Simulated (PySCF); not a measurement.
Te(OH)(SMe), SMILES S(C)[Te]O, CAM-B3LYP/def2-SVP optimised geometry.

```
8

Te    -0.97    -1.13     0.00
O     -1.40     0.82     0.00
H     -1.42     1.13    -0.92
S      1.42    -1.13     0.00
C      1.87    -1.03    -1.76
H      1.41    -1.84    -2.34
H      2.97    -1.15    -1.80
H      1.60    -0.06    -2.19
```

Density from CAM-B3LYP/def2-TZVP, def2 effective core potentials past Kr run with PySCF at that geometry. The core electrons that the potentials of Te replace are not part of the density.

Minimum of the electron density along straight lines between bonded atoms, close to the bond critical point (lines longer than 1.1 times the sum of covalent radii, or with two minima, are not listed):

| bond | length / Å | ρ at the minimum / e bohr⁻³ | ∇²ρ there / e bohr⁻⁵ | position (fraction from the first atom) |
|---|---|---|---|---|
| Te1–O2 | 1.995 | 0.124 | 0.30 | 0.50 |
| O2–H3 | 0.967 | 0.355 | -2.37 | 0.80 |
| Te1–S4 | 2.385 | 0.100 | 0.01 | 0.48 |
| S4–C5 | 1.823 | 0.180 | -0.30 | 0.53 |
| C5–H6 | 1.097 | 0.277 | -0.96 | 0.65 |
| C5–H7 | 1.100 | 0.274 | -0.94 | 0.65 |
| C5–H8 | 1.097 | 0.277 | -0.95 | 0.65 |
